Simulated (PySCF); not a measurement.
CH5BrInN. Atoms are numbered in the order given.

```xyz
9

In     0.4849     0.4976     0.1454
Br    -1.2171    -1.2933    -0.4058
C      0.4189     2.3559    -0.9539
H      0.5280     2.1340    -2.0244
H      1.2217     3.0294    -0.6250
H     -0.5591     2.8265    -0.7811
N      1.5792    -0.0726     1.7586
H      2.5005     0.3279     1.9193
H      1.5788    -1.0600     2.0047
```
Charge 0, spin multiplicity 1.

The structure is a stationary point at B3LYP-D3(BJ)/def2-SVP. The structure was generated by enumeration; whether it is a known compound was not checked. The def2 effective core potentials stand for the cores of In; spin–orbit coupling is left out. Other conformers were not sampled.

The numbers are results of PBE/def2-TZVP in PySCF, not measurements.

### Question
Estimate the frontier levels, gap, dipole moment and polarisability. (An estimate is asked for; the answer gives what the named calculation found.)

### Answer

```
Item                                                                                                           Result
---------------------------------------------------------------------------------------------  ----------------------
highest occupied level                                                                                       -5.94 eV
lowest empty level                                                                                           -2.00 eV
orbital gap                                                                                                   3.94 eV
dipole moment                                                                                                  3.55 D
quadrupole, principal values (traceless, Buckingham form, about the centre of nuclear charge)  -4.34, -0.01, 4.35 D·Å
mean static polarisability                                                                      82.0 bohr³ (12.15 Å³)
polarisability, principal values                                                               58.3, 89.0, 98.7 bohr³
```
